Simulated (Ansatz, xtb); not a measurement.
The molecule SnSb, multiplicity 4 (lowest of 2S+1 = 2, 4 at CCSD(T)/def2-TZVPP on PBE0 minima; our sources give no spin for the ground state, which may be another). No spin–orbit coupling.

Seven points along R, fitted to fifth degree in 1/R; most abundant isotopes. Runs in def2 and cc sets follow the lowest solution found near the PBE0 minimum.

Run with Ansatz (Gaussian orbitals); xtb for the GFN methods. Values without a source in brackets are computed. In def2 rows elements past Kr take small-core potentials, without spin–orbit coupling. The GFN methods have no spin term and hold the electronic entropy of 300 K.

```json
[
 {"level": "GFN2-xTB", "r_e (Å)": "2.823", "ω_e (cm⁻¹)": "178", "B_e (cm⁻¹)": "0.0351", "α_e (cm⁻¹)": "9.6e-5", "dipole (D)": "-"},
 {"level": "SVWN5/def2-TZVPP", "r_e (Å)": "2.878", "ω_e (cm⁻¹)": "165", "B_e (cm⁻¹)": "0.0338", "α_e (cm⁻¹)": "9.1e-5", "dipole (D)": "0.22"},
 {"level": "PBE/def2-TZVPP", "r_e (Å)": "2.940", "ω_e (cm⁻¹)": "154", "B_e (cm⁻¹)": "0.0324", "α_e (cm⁻¹)": "9.0e-5", "dipole (D)": "0.42"},
 {"level": "r2SCAN/def2-TZVPP", "r_e (Å)": "2.918", "ω_e (cm⁻¹)": "159", "B_e (cm⁻¹)": "0.0329", "α_e (cm⁻¹)": "9.0e-5", "dipole (D)": "0.51"},
 {"level": "B97M-V/def2-TZVPP", "r_e (Å)": "2.941", "ω_e (cm⁻¹)": "154", "B_e (cm⁻¹)": "0.0324", "α_e (cm⁻¹)": "9.3e-5", "dipole (D)": "0.53"},
 {"level": "B3LYP/def2-TZVPP", "r_e (Å)": "2.945", "ω_e (cm⁻¹)": "154", "B_e (cm⁻¹)": "0.0323", "α_e (cm⁻¹)": "9.1e-5", "dipole (D)": "0.65"},
 {"level": "PBE0/def2-TZVPP", "r_e (Å)": "2.907", "ω_e (cm⁻¹)": "162", "B_e (cm⁻¹)": "0.0331", "α_e (cm⁻¹)": "8.9e-5", "dipole (D)": "0.60"},
 {"level": "BHLYP/def2-TZVPP", "r_e (Å)": "2.917", "ω_e (cm⁻¹)": "160", "B_e (cm⁻¹)": "0.0329", "α_e (cm⁻¹)": "8.9e-5", "dipole (D)": "0.84"},
 {"level": "CAM-B3LYP/def2-TZVPP", "r_e (Å)": "2.902", "ω_e (cm⁻¹)": "162", "B_e (cm⁻¹)": "0.0333", "α_e (cm⁻¹)": "8.9e-5", "dipole (D)": "0.79"},
 {"level": "wB97X-V/def2-TZVPP", "r_e (Å)": "2.883", "ω_e (cm⁻¹)": "168", "B_e (cm⁻¹)": "0.0337", "α_e (cm⁻¹)": "8.6e-5", "dipole (D)": "0.82"},
 {"level": "wB97M-V/def2-TZVPP", "r_e (Å)": "2.883", "ω_e (cm⁻¹)": "167", "B_e (cm⁻¹)": "0.0337", "α_e (cm⁻¹)": "8.8e-5", "dipole (D)": "0.81"},
 {"level": "B2PLYP/def2-TZVPP", "r_e (Å)": "2.921", "ω_e (cm⁻¹)": "158", "B_e (cm⁻¹)": "0.0328", "α_e (cm⁻¹)": "9.1e-5", "dipole (D)": "-"}
]
```

Correlated levels freeze the inner cores; with def2 sets outer-core shells near the valence are correlated too.

Ansatz is a quantum-chemistry and plane-wave program.
